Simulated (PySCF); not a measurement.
SeBr2, SMILES Br[Se]Br. Atoms are numbered in the order given.

```xyz
3

Se     0.0000     0.0000     0.9737
Br     0.0000     1.8088    -0.4729
Br     0.0000    -1.8088    -0.4729
```

Geometry optimised at PBE0-D3(BJ)/def2-SVP.

These are PySCF with ωB97X/def2-TZVPD values and carry that method's errors.

Symmetry labels are those of the subgroup C2v that the program uses (full group C2v).

### Question
List the valence orbital energies around the gap with their symmetry. (Estimate from the structure and the level; the computed values follow.)

### Answer

```tsv
orbital	symmetry	energy (eV)
HOMO−7	A1	-21.36
HOMO−6	B2	-14.22
HOMO−5	A1	-13.41
HOMO−4	B1	-12.81
HOMO−3	A2	-11.47
HOMO−2	A1	-11.35
HOMO−1	B2	-11.10
HOMO	B1	-9.20
LUMO	A1	-1.05
LUMO+1	B2	-0.51
LUMO+2	A1	1.73
LUMO+3	B2	1.78
```
